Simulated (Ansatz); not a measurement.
Molecule: SiF2, charge 0, multiplicity 3. This is an excited triplet: at this geometry the singlet lies 3.07 eV lower at RI-MP2/CBS(aug-cc-pV(T+d)Z,aug-cc-pV(Q+d)Z)+[CCSD(T)-MP2]/aug-cc-pV(T+d)Z. SMILES: F[Si]F
Coordinates optimised at B3LYP-D3(BJ)/def2-TZVP (Ansatz, a quantum-chemistry and plane-wave program):
```
Si
F 1 1.6058
F 1 1.6058 2 113.90
```
Charge 0, spin multiplicity 3.

Q: Give the harmonic wavenumbers at B3LYP-D3(BJ)/def2-TZVP (Ansatz, finite differences of forces, unscaled).

A: 263, 809, 923 cm⁻¹. Zero-point energy 2.9 kcal/mol.

Q: From these and the geometry, give the ideal-gas thermochemistry at 298.15 K and 1 atm (rigid rotor, harmonic oscillator).

A: Point group C2v, rotational symmetry number 2. Rotational constants 40.81, 7.342, 6.222 GHz. S(trans) 38.48, S(rot) 21.29, S(vib) 1.97, S(elec, spin only) 2.18, S 63.9 cal/(mol K). H(298) - H(0) 2.74 kcal/mol; G - E(el) -13.5 kcal/mol.
